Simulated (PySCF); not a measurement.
PySCF input file for CH₅O, SMILES C[OH2+], charge +1, ADC(2)/aug-cc-pVDZ. Coordinates come from a B3LYP-D3(BJ)/def2-TZVP optimisation. The isomer is the one that the SMILES or the coordinates give; other isomers of the formula were not compared.

```python
import numpy as np
from pyscf import gto, scf, dft, adc

mol = gto.M(
    atom='''
    C    -0.79683406   -0.01800760    0.00000000
    O     0.71864554    0.08664375   -0.00000000
    H    -1.10432898    0.50540580    0.89846564
    H    -1.10432898    0.50540580   -0.89846565
    H    -1.06306645   -1.07013749    0.00000000
    H     1.15178225   -0.26288923    0.80224650
    H     1.15178225   -0.26288924   -0.80224649
    ''',
    basis='aug-cc-pVDZ',
    charge=1,
    spin=0,
    max_memory=1600,
    verbose=4,
)
mf = scf.RHF(mol)
mf.conv_tol = 1e-10
mf.max_cycle = 100
mf.kernel()
res = {}
for kind, nroots in (('ee', 6), ('ip', 6), ('ea', 2)):
    a = adc.ADC(mf).density_fit('aug-cc-pvdz-ri')
    a.method, a.method_type = 'adc(2)', kind
    e, v, p, x = a.kernel(nroots=nroots)
    res[kind] = (e * 27.211386245988, p)
a = adc.ADC(mf).density_fit('aug-cc-pvdz-ri')
a.method, a.method_type, a.ncvs = 'adc(2)-x', 'ip', 2
e, v, p, x = a.kernel(nroots=2)
res['core ip, CVS-ADC(2)-x'] = (e * 27.211386245988, p)
for kind, (e, p) in res.items():
    print(kind, 'energies / eV', np.round(e, 3), 'strengths', np.round(p, 4))
```

Program output:

```
PySCF version 2.14.0

[INPUT] verbose = 4
[INPUT] num. atoms = 7
[INPUT] num. electrons = 18
[INPUT] charge = 1
[INPUT] spin (= nelec alpha-beta = 2S) = 0
[INPUT] symmetry False subgroup None
[INPUT] Mole.unit = angstrom
[INPUT] Symbol           X                Y                Z      unit          X                Y                Z       unit  Magmom
[INPUT]  1 C     -0.796834060000  -0.018007600000   0.000000000000 AA   -1.505798140125  -0.034029432161   0.000000000000 Bohr   0.0
[INPUT]  2 O      0.718645540000   0.086643750000   0.000000000000 AA    1.358043251240   0.163732957905   0.000000000000 Bohr   0.0
[INPUT]  3 H     -1.104328980000   0.505405800000   0.898465640000 AA   -2.086879323620   0.955078543767   1.697853991932 Bohr   0.0
[INPUT]  4 H     -1.104328980000   0.505405800000  -0.898465650000 AA   -2.086879323620   0.955078543767  -1.697854010829 Bohr   0.0
[INPUT]  5 H     -1.063066450000  -1.070137490000   0.000000000000 AA   -2.008904442714  -2.022266771729   0.000000000000 Bohr   0.0
[INPUT]  6 H      1.151782250000  -0.262889230000   0.802246500000 AA    2.176553007635  -0.496788645798   1.516026169391 Bohr   0.0
[INPUT]  7 H      1.151782250000  -0.262889240000  -0.802246490000 AA    2.176553007635  -0.496788664695  -1.516026150494 Bohr   0.0

nuclear repulsion = 45.6783859651676
number of shells = 41
number of NR pGTOs = 125
number of NR cGTOs = 91
basis = aug-cc-pVDZ
ecp = {}


[settings echo left out]
init E= -115.730931385617
  HOMO = -0.40922108359074  LUMO = 0.0073912798547191  gap/eV = 11.33660
cycle= 1 E= -115.31338573612  delta_E= 0.418  |g|= 0.397  |ddm|= 2.65
  HOMO = -0.83887374386709  LUMO = -0.161388165987315  gap/eV = 18.43532
cycle= 2 E= -115.361955815029  delta_E= -0.0486  |g|= 0.126  |ddm|= 0.454
  HOMO = -0.786017062304108  LUMO = -0.142811734779073  gap/eV = 17.50251
cycle= 3 E= -115.365537535188  delta_E= -0.00358  |g|= 0.0292  |ddm|= 0.159
  HOMO = -0.792677972248871  LUMO = -0.140579706874671  gap/eV = 17.74450
cycle= 4 E= -115.365844775289  delta_E= -0.000307  |g|= 0.00734  |ddm|= 0.0404
  HOMO = -0.792121250572821  LUMO = -0.14026900761521  gap/eV = 17.73780
cycle= 5 E= -115.365861748293  delta_E= -1.7e-05  |g|= 0.00277  |ddm|= 0.00922
  HOMO = -0.792332429896389  LUMO = -0.14032489031432  gap/eV = 17.74203
cycle= 6 E= -115.365864161178  delta_E= -2.41e-06  |g|= 0.000785  |ddm|= 0.00328
  HOMO = -0.792417216423943  LUMO = -0.140269868397553  gap/eV = 17.74583
cycle= 7 E= -115.365864452875  delta_E= -2.92e-07  |g|= 0.000161  |ddm|= 0.0013
  HOMO = -0.792421679942727  LUMO = -0.14025720053529  gap/eV = 17.74630
cycle= 8 E= -115.365864469776  delta_E= -1.69e-08  |g|= 2.64e-05  |ddm|= 0.000358
  HOMO = -0.792420220380614  LUMO = -0.140256598931625  gap/eV = 17.74628
cycle= 9 E= -115.365864470225  delta_E= -4.49e-10  |g|= 6.18e-06  |ddm|= 5.29e-05
  HOMO = -0.792419584422796  LUMO = -0.140256430475931  gap/eV = 17.74626
cycle= 10 E= -115.365864470254  delta_E= -2.92e-11  |g|= 1.34e-06  |ddm|= 1.31e-05
  HOMO = -0.792419684408009  LUMO = -0.140256449046749  gap/eV = 17.74627
Extra cycle  E= -115.365864470256  delta_E= -1.85e-12  |g|= 5.97e-07  |ddm|= 2e-06
converged SCF energy = -115.365864470256

******** <class 'pyscf.adc.radc.RADC'> ********
******** ADC Orbital Information ********
Number of Frozen Occupied Orbitals: 0
Number of Frozen Virtual Orbitals: 0
Number of Active Occupied Orbitals: 9
Number of Active Virtual Orbitals: 82
*****************************************
******** <class 'pyscf.df.df.DF'> ********
auxbasis = aug-cc-pvdz-ri
Reference correlation energy (doubles): -0.35614451
MP2 correlation energy of reference state (a.u.) = -0.35614451

******** <class 'pyscf.adc.radc_ee.RADCEE'> ********
max_space = 12
max_cycle = 50
conv_tol = 1e-08

*************************************************************
        ADC calculation summary (singlet states only)
*************************************************************
adc(2) root 0  |  Energy (Eh) =   0.3495361046  |  Energy (eV) =   9.51136187  |  Osc. strength = 0.00471244  |  conv = True
adc(2) root 1  |  Energy (Eh) =   0.4065889518  |  Energy (eV) =  11.06384892  |  Osc. strength = 0.00277202  |  conv = True
adc(2) root 2  |  Energy (Eh) =   0.4252842078  |  Energy (eV) =  11.57257275  |  Osc. strength = 0.00642150  |  conv = True
adc(2) root 3  |  Energy (Eh) =   0.4392717842  |  Energy (eV) =  11.95319409  |  Osc. strength = 0.00566212  |  conv = True
adc(2) root 4  |  Energy (Eh) =   0.4536608562  |  Energy (eV) =  12.34474068  |  Osc. strength = 0.12560327  |  conv = True
adc(2) root 5  |  Energy (Eh) =   0.4772785672  |  Energy (eV) =  12.98741133  |  Osc. strength = 0.07768925  |  conv = True

******** <class 'pyscf.adc.radc.RADC'> ********
******** ADC Orbital Information ********
Number of Frozen Occupied Orbitals: 0
Number of Frozen Virtual Orbitals: 0
Number of Active Occupied Orbitals: 9
Number of Active Virtual Orbitals: 82
*****************************************
******** <class 'pyscf.df.df.DF'> ********
auxbasis = aug-cc-pvdz-ri
Reference correlation energy (doubles): -0.35614451
MP2 correlation energy of reference state (a.u.) = -0.35614451

******** <class 'pyscf.adc.radc_ip.RADCIP'> ********
max_space = 12
max_cycle = 50
conv_tol = 1e-08

*************************************************************
        ADC calculation summary (doublet states only)
*************************************************************
adc(2) root 0  |  Energy (Eh) =   0.7277673066  |  Energy (eV) =  19.80355711  |  Spec. factor = 1.80941245  |  conv = True
adc(2) root 1  |  Energy (Eh) =   0.7842676132  |  Energy (eV) =  21.34100877  |  Spec. factor = 1.85558281  |  conv = True
adc(2) root 2  |  Energy (Eh) =   0.8350191864  |  Energy (eV) =  22.72202942  |  Spec. factor = 1.81155199  |  conv = True
adc(2) root 3  |  Energy (Eh) =   0.8903154362  |  Energy (eV) =  24.22671701  |  Spec. factor = 1.80066606  |  conv = True
adc(2) root 4  |  Energy (Eh) =   1.0111405908  |  Energy (eV) =  27.51453694  |  Spec. factor = 1.79463156  |  conv = True
adc(2) root 5  |  Energy (Eh) =   1.1341871301  |  Energy (eV) =  30.86280382  |  Spec. factor = 1.78043694  |  conv = True

******** <class 'pyscf.adc.radc.RADC'> ********
******** ADC Orbital Information ********
Number of Frozen Occupied Orbitals: 0
Number of Frozen Virtual Orbitals: 0
Number of Active Occupied Orbitals: 9
Number of Active Virtual Orbitals: 82
*****************************************
******** <class 'pyscf.df.df.DF'> ********
auxbasis = aug-cc-pvdz-ri
Reference correlation energy (doubles): -0.35614451
MP2 correlation energy of reference state (a.u.) = -0.35614451

******** <class 'pyscf.adc.radc_ea.RADCEA'> ********
max_space = 12
max_cycle = 50
conv_tol = 1e-08

*************************************************************
        ADC calculation summary (doublet states only)
*************************************************************
adc(2) root 0  |  Energy (Eh) =  -0.1666179952  |  Energy (eV) =  -4.53390658  |  Spec. factor = 1.94745334  |  conv = True
adc(2) root 1  |  Energy (Eh) =  -0.1036744925  |  Energy (eV) =  -2.82112664  |  Spec. factor = 1.97381074  |  conv = True

******** <class 'pyscf.adc.radc.RADC'> ********
******** ADC Orbital Information ********
Number of Frozen Occupied Orbitals: 0
Number of Frozen Virtual Orbitals: 0
Number of Active Occupied Orbitals: 9
Number of Active Virtual Orbitals: 82
*****************************************
******** <class 'pyscf.df.df.DF'> ********
auxbasis = aug-cc-pvdz-ri
Reference correlation energy (doubles): -0.35614451
MP2 correlation energy of reference state (a.u.) = -0.35614451

******** <class 'pyscf.adc.radc_ip_cvs.RADCIPCVS'> ********
max_space = 12
max_cycle = 50
conv_tol = 1e-08

*************************************************************
        ADC calculation summary (doublet states only)
*************************************************************
adc(2)-x root 0  |  Energy (Eh) =  11.0706539810  |  Energy (eV) = 301.24783897  |  Spec. factor = 1.53431955  |  conv = True
adc(2)-x root 1  |  Energy (Eh) =  11.5902318833  |  Energy (eV) = 315.38627384  |  Spec. factor = 0.00165014  |  conv = True
ee energies / eV [ 9.511 11.064 11.573 11.953 12.345 12.987] strengths [0.0047 0.0028 0.0064 0.0057 0.1256 0.0777]
ip energies / eV [19.804 21.341 22.722 24.227 27.515 30.863] strengths [1.8094 1.8556 1.8116 1.8007 1.7946 1.7804]
ea energies / eV [-4.534 -2.821] strengths [1.9475 1.9738]
core ip, CVS-ADC(2)-x energies / eV [301.248 315.386] strengths [1.5343 0.0017]
```

The run converged.
